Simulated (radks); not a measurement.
Q: All-electron atom: Pt4+ in [Xe] 4f14 5d6. All-electron calculation, Dirac Kohn-Sham, LDA (Slater exchange, Perdew-Wang correlation), spin-unpolarised, spherical densities, point nucleus; open shells fill j = l - 1/2 first. Program: a radial shooting solver on a logarithmic mesh with Libxc functionals.

Spin-orbit splittings of the eigenvalues, e(l+1/2) - e(l-1/2), with zeta = 2 splitting/(2l+1) and mean radii in bohr:

| shell | occ. | splitting (eV) | zeta (eV) | <r> j=l-1/2 | <r> j=l+1/2 |
|---|---|---|---|---|---|
| 2p | 6 | 1727 | 1152 | 0.05908 | 0.06751 |
| 3p | 6 | 379.6 | 253.1 | 0.1769 | 0.1924 |
| 3d | 10 | 81.88 | 32.75 | 0.1676 | 0.1724 |
| 4p | 6 | ? | ? | 0.4180 | 0.4521 |
| 4d | 10 | 16.86 | 6.745 | 0.4619 | 0.4732 |
| 4f | 14 | 3.465 | 0.9900 | 0.5116 | 0.5188 |
| 5p | 6 | 15.59 | 10.39 | 1.020 | 1.112 |
| 5d | 6 | 1.790 | 0.7159 | 1.412 | 1.451 |

Estimate the 4p splitting.

A: 90.68 eV (zeta = 60.45 eV).
